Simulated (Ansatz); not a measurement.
trans-NiCl2(NH3)2 (NiN2Cl2H6). Total charge 0; singlet. Geometry PBE-D4/def2-SVP.

Cartesian coordinates in Å:
```
Ni 0.001 -0.002 -0.001
Cl 0.483 -1.791 -1.164
N 0.532 -0.895 1.594
H -0.258 -1.437 1.976
H 0.812 -0.207 2.310
H 1.292 -1.564 1.400
Cl -0.480 1.788 1.162
N -0.532 0.894 -1.595
H 0.231 1.502 -1.930
H -1.343 1.505 -1.415
H -0.739 0.207 -2.336
```

The restricted singlet is unstable towards broken spin symmetry in Hartree–Fock (as tested in another run); at HF/STO-3G this wasn't settled. The order of the spin states hangs on the level: the triplet lies 0.57 eV below the singlet at BHLYP-D4/def2-TZVP, but 0.29 eV above it at r2SCAN-D4/def2-TZVP.

(1) Estimate the orbital energies around the gap (eV) in Ansatz with HF/STO-3G, r2SCAN-D4/def2-TZVP, r2SCAN-D4/def2-TZVPD, PBE0-D4/def2-TZVPD, BHLYP-D4/def2-TZVP.

Results:

(1) 
```csv
orbital,HF/STO-3G,r2SCAN-D4/def2-TZVP,r2SCAN-D4/def2-TZVPD,PBE0-D4/def2-TZVPD,BHLYP-D4/def2-TZVP
HOMO−13,-18.29,-13.46,-13.50,-14.80,-16.41
HOMO−12,-18.27,-13.41,-13.46,-14.73,-16.29
HOMO−11,-15.67,-10.97,-11.03,-12.34,-13.88
HOMO−10,-14.90,-9.62,-9.68,-10.88,-12.39
HOMO−9,-10.87,-8.77,-8.88,-9.86,-12.34
HOMO−8,-9.96,-7.48,-7.60,-9.37,-11.36
HOMO−7,-9.70,-7.37,-7.47,-8.95,-10.96
HOMO−6,-9.61,-7.29,-7.40,-8.48,-10.92
HOMO−5,-9.41,-6.85,-6.97,-7.98,-9.68
HOMO−4,-8.74,-6.73,-6.84,-7.97,-9.50
HOMO−3,-8.50,-5.80,-5.90,-7.85,-9.06
HOMO−2,-8.14,-5.55,-5.64,-7.38,-8.92
HOMO−1,-7.81,-5.04,-5.13,-7.25,-8.67
HOMO,-2.14,-4.89,-4.99,-6.82,-8.42
LUMO,5.88,-3.05,-3.16,-1.88,0.14
LUMO+1,11.97,-0.06,-0.42,-0.33,0.70
LUMO+2,13.02,0.66,0.09,0.08,1.39
LUMO+3,14.78,2.12,0.74,0.86,2.96
LUMO+4,15.75,2.20,1.06,0.93,3.05
LUMO+5,16.48,2.38,1.53,1.43,3.15
```
